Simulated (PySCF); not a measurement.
SMILES FC([SiH2]CC)(F)F, singlet (GFN2-xTB optimised geometry):

```
14

C      1.631    -1.703     0.000
C      1.038    -0.296     0.000
Si    -0.856    -0.296     0.000
C     -1.380     1.580     0.000
F     -2.718     1.744    -0.015
F     -0.911     2.257    -1.070
F     -0.936     2.249     1.085
H      2.718    -1.662    -0.002
H      1.310    -2.257    -0.879
H      1.313    -2.255     0.880
H      1.409     0.245     0.875
H      1.409     0.245    -0.875
H     -1.459    -0.840    -1.217
H     -1.460    -0.840     1.216
```

Method: PBE0/def2-TZVP (PySCF).

Problem. What are the frontier orbital energies and the dipole moment?

Solution. HOMO-2 -10.00 eV, HOMO-1 -9.44 eV, HOMO -8.90 eV, LUMO 0.13 eV, LUMO+1 0.76 eV; dipole moment 3.06 D.

On the same geometry PBE/def2-TZVP run with PySCF gives HOMO-2 -8.56 eV, HOMO-1 -7.98 eV, HOMO -7.47 eV, LUMO -0.68 eV, LUMO+1 -0.06 eV; dipole moment 2.85 D.

Meta-Löwdin charges at PBE0/def2-TZVP: C1 -0.34, C2 -0.44, Si3 0.60, C4 0.57, F5 -0.28, F6 -0.28, F7 -0.28, H8 0.12, H9 0.11, H10 0.11, H11 0.13, H12 0.13, H13 -0.08, H14 -0.08.
